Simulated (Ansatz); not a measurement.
The same path of C2H8ClNSSi (14 atoms, charge 0, multiplicity 1) was run twice with different band settings. The coordinate that changes most is the dihedral S4–Si2–N3–H10.

All numbers below come from RKS B3LYP/STO-3G in Ansatz 0.2.0.

Relaxed end points:

```xyz
14
Properties=species:S:1:pos:R:3
C -1.054 -0.821 0.951
Si 0.178 -0.232 -0.353
N 1.879 -0.574 -0.021
S -0.266 -1.097 -2.255
C 0.083 1.666 -0.424
Cl 0.637 2.412 1.190
H -0.858 -0.334 1.915
H -0.992 -1.907 1.103
H -2.086 -0.583 0.662
H 2.033 -1.564 0.287
H 2.227 0.018 0.773
H -1.603 -1.153 -2.010
H -0.938 2.046 -0.596
H 0.745 2.093 -1.195
```

```xyz
14
Properties=species:S:1:pos:R:3
C -1.027 -1.120 0.837
Si 0.177 -0.275 -0.330
N 1.809 -0.800 0.082
S -0.104 -0.755 -2.395
C -0.074 1.615 -0.134
Cl 0.420 2.173 1.572
H -0.889 -0.757 1.864
H -0.875 -2.207 0.837
H -2.069 -0.925 0.552
H 2.015 -0.636 1.098
H 2.545 -0.256 -0.432
H -1.354 -0.219 -2.428
H -1.127 1.924 -0.259
H 0.540 2.209 -0.833
```

Common settings: movable images 5; climbing image yes; spring 5.0 eV/Å²; optimiser quadratic models (default); start path IDPP; iteration limit 60; end points relaxed.

| run | force threshold |
| --- | --- |
| 1 | 0.03 eV/Å |
| 2 | 0.5 eV/Å |

Question: What does each run give, and how far can it be trusted?

Answer: Run 1: converged after 10 iterations, highest image 0.042 eV above the first end. A vibrational analysis at the climbing image gives one clearly imaginary mode, 170i cm⁻¹: a first-order saddle point.
Run 2: converged after 2 iterations, highest image 0.095 eV above the first end. The threshold of 0.5 eV/Å is loose, so the images may lie well off the minimum-energy path. The order of the stationary point at the top wasn't checked.
Limits of this set-up: minimal basis.
